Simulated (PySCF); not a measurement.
Al(Me)2(H) anion (C₂H₇Al), SMILES [AlH]([CH3])[CH3] (connectivity only; charge and spin as stated), charge -1, multiplicity 2.

Geometry: B3LYP-D3(BJ)/def2-SVPD. The spin state was assumed, not searched. The isomer is the one that the SMILES or the coordinates give; other isomers of the formula were not compared.

Calculation: PBE/def2-TZVPD in PySCF.

Isolated molecule, no solvent. A positive occupied level means that this level leaves the electron formally unbound; only the finite basis holds it.

Task: Estimate the frontier levels, dipole moment and polarisability. (Estimate from the structure and the level; the computed values follow.)

Result: 
```json
{
  "α spin, highest occupied and lowest empty level": "1.63 and 3.25 eV",
  "β spin, highest occupied and lowest empty level": "-1.29 and 2.88 eV",
  "dipole_moment_about_the_centre_of_nuclear_charge": "3.54 D",
  "mean_static_polarisability": "140.2 bohr³ (20.78 Å³)",
  "polarisability_principal_values": "110.3, 154.3, 156.0 bohr³",
  "⟨S²⟩": "0.752 (pure state 0.75)"
}
```
